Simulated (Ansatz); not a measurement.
```yaml
crystal:
  periodic: [true, true, true]
  atoms:
    - {symbol: C, position_ang: [0.956802, -1.996903, 0.350015]}
    - {symbol: C, position_ang: [-0.356821, -2.174071, 1.084295]}
    - {symbol: C, position_ang: [-1.174201, -3.329776, 0.544608]}
    - {symbol: O, position_ang: [-1.110984, -0.990807, 0.999757]}
    - {symbol: Hf, position_ang: [-1.927659, 0.681525, 0.665495]}
    - {symbol: Cl, position_ang: [-2.576556, 1.644920, 2.728771]}
    - {symbol: Cl, position_ang: [-3.772869, 0.342772, -0.778656]}
    - {symbol: O, position_ang: [-0.687748, 1.828192, -0.185812]}
    - {symbol: C, position_ang: [0.394915, 2.488214, -0.793057]}
    - {symbol: C, position_ang: [1.511937, 2.663816, 0.215439]}
    - {symbol: C, position_ang: [0.834896, 1.718999, -2.022001]}
    - {symbol: H, position_ang: [1.577829, -2.889433, 0.452966]}
    - {symbol: H, position_ang: [1.511062, -1.145521, 0.750476]}
    - {symbol: H, position_ang: [0.775510, -1.825670, -0.714625]}
    - {symbol: H, position_ang: [-0.150841, -2.347452, 2.148470]}
    - {symbol: H, position_ang: [-1.398904, -3.173839, -0.513643]}
    - {symbol: H, position_ang: [-2.116704, -3.419732, 1.087143]}
    - {symbol: H, position_ang: [-0.624729, -4.268177, 0.647734]}
    - {symbol: H, position_ang: [0.033714, 3.477619, -1.101387]}
    - {symbol: H, position_ang: [1.892628, 1.689043, 0.532599]}
    - {symbol: H, position_ang: [1.154212, 3.200166, 1.096049]}
    - {symbol: H, position_ang: [2.338088, 3.229122, -0.221633]}
    - {symbol: H, position_ang: [1.634678, 2.251377, -2.541655]}
    - {symbol: H, position_ang: [1.207836, 0.731451, -1.737277]}
    - {symbol: H, position_ang: [0.000506, 1.590068, -2.713768]}
basis:
  gaussian: {orbitals: def2-mTZVPP, final_grid: {core_spheres: 20, valence_spheres: 16, degree: 47}}
hamiltonian: {xc: {name: revPBE}, dispersion: d3bjatm}
accuracy: high
output: {forces: true}
```

```sh
$ ansatz run in.yaml --threads 11 --pin off --events-out ev --progress --plain --max-ram 174080MiB --backend cuda --devices 0, --max-vram 75GiB
```

Question: How does Ansatz answer? (An estimate is asked.)

Answer: Computed: The program refused the input.
```
Error: YAML parse error: error: line 2 column 3: crystal: missing field `lattice` (a structure is typed as `lattice` and `atoms`, a molecule's as `atoms` in Å alone, or read from a run's directory, `checkpoint`)
 --> <input>:2:3
1 | crystal:
2 |   periodic: [true, true, true]
3 |   atoms:
4 |     - {symbol: C, position_ang: [0.956802, -1.996903, 0.350015]}
```
